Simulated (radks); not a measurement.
Ionisation of the palladium ion Pd+, [Kr] 4d9, to [Kr] 4d8 as the strength of local exchange is varied. Method: scalar-relativistic Kohn-Sham, Slater X-alpha exchange (alpha = 2/3 is LDA exchange), no correlation, spin-unpolarised, spherical densities, finite nucleus; Fermi nuclear charge, rms radius 4.5318 fm; computed with a radial shooting solver on a logarithmic mesh with Libxc functionals.

| alpha | E(Pd+) (hartree) | exchange (hartree) | IE (eV) | -e of the level emptied (eV) | <r> of it (bohr) |
|---|---|---|---|---|---|
| 0.631 | -5029.19019 | -126.99466 | 19.033 | 12.994 (4d) | 1.489 |
| 0.633 | -5029.59350 | -127.40760 | 19.066 | 13.022 (4d) | 1.488 |
| 0.64 | -5031.00532 | -128.85338 | 19.180 | 13.122 (4d) | 1.485 |
| 0.652 | -5033.42653 | -131.33372 | 19.378 | 13.294 (4d) | 1.481 |
| 0.667 | -5036.45472 | -134.43748 | 19.627 | 13.511 (4d) | 1.475 |
| 0.701 | -5043.32547 | -141.48629 | 20.198 | 14.012 (4d) | 1.463 |
| 0.945 | -5092.91236 | -192.62563 | 24.604 | 17.928 (4d) | 1.382 |
| 0.977 | -5099.45185 | -199.40431 | 25.221 | 18.484 (4d) | 1.372 |

NIST Atomic Spectra Database: 19.4 +/- 0.12 eV (semi-empirical). The Delta-SCF value meets it near alpha = 0.66. Spin polarisation and multiplet splitting are left out, so open shells lie too high by an amount that depends on their filling.

Beside tabulated values, note that spin-unpolarised runs miss the spin-polarisation part of the exchange energy of open shells.
